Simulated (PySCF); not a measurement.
# Reading the logs of faulty runs: AlClH cation

Calculated results; nothing here was measured. The program is PySCF 2.14.0, an open-source quantum chemistry code, run on an isolated molecule that a program drew, which may never have been made. The molecule is AlClH cation (charge +1, singlet), drawn as the SMILES string `[AlH+][Cl]`.

Each row is a Hartree-Fock (HF) and frozen-core CCSD(T) single point in the cc-pV(D+d)Z basis, meant for a local HF minimum. Run 1 is clean. Each other run has one planted mistake out of seven kinds, and not every kind appears here: one electron removed, one electron added, multiplicity raised by two, geometry at a saddle point, minimal basis STO-3G, one bond length entered in bohr, all coordinates scaled. The reference is restricted for singlets and unrestricted otherwise, and also for a bond in bohr. Adding or removing an electron swaps singlet and doublet. Electrons count all cores. HOMO and LUMO are orbital energies over both spins, the gradient is its largest component, and the lowest frequency (negative if imaginary) is given only where the gradient is small. Bond lengths are over the 2 bonds as drawn. T1 is the CCSD diagnostic: over 0.02 (restricted) or 0.045 (unrestricted) a single reference is doubtful.

Geometry of the clean run:
```xyz
3
AlClH cation, angstrom
Al   -0.5374    3.3697    2.7010
Cl   -2.4770    2.9495    2.3909
H     0.9463    3.6911    2.9382
```

```
run  electrons  basis functions  <S^2>  HOMO (eV)  LUMO (eV)  gradient (hartree/bohr)  lowest frequency (cm^-1)  mean bond (Å)  longest bond (Å)      T1  HF (hartree)  CCSD(T) (hartree)                          mistake
  1         30               51  0.000     -19.18      -4.77                  8.8e-06                       427         1.7726             2.009  0.0137    -701.77856         -701.98853                         no fault
  2         29               51  0.758     -26.25     -16.35                  8.9e-02                         -         1.7726             2.009  0.0105    -701.13058         -701.30868             one electron removed
  3         30               51  0.896     -17.44      -7.23                  1.5e-02                         -         2.4562             2.904  0.0580    -701.68993         -701.88189  one bond length entered in bohr
  4         30               19  0.000     -17.59      -1.22                  3.1e-02                         -         1.7726             2.009  0.0151    -694.04282         -694.08906                                ?
```

**Which mistake was planted in run 4, and what did it cost?**

It has 19 basis functions where the clean run has 51, with the same electrons and geometry. So the mistake is: minimal basis STO-3G. Subtracting run 1 and multiplying by 627.51 kcal/mol a hartree, the energy moved by 4854.3 kcal/mol in HF and 4957.0 kcal/mol in CCSD(T).

Cautions from the logs. Run 3: T1 is over the limit, so its CCSD(T) energy is less reliable.
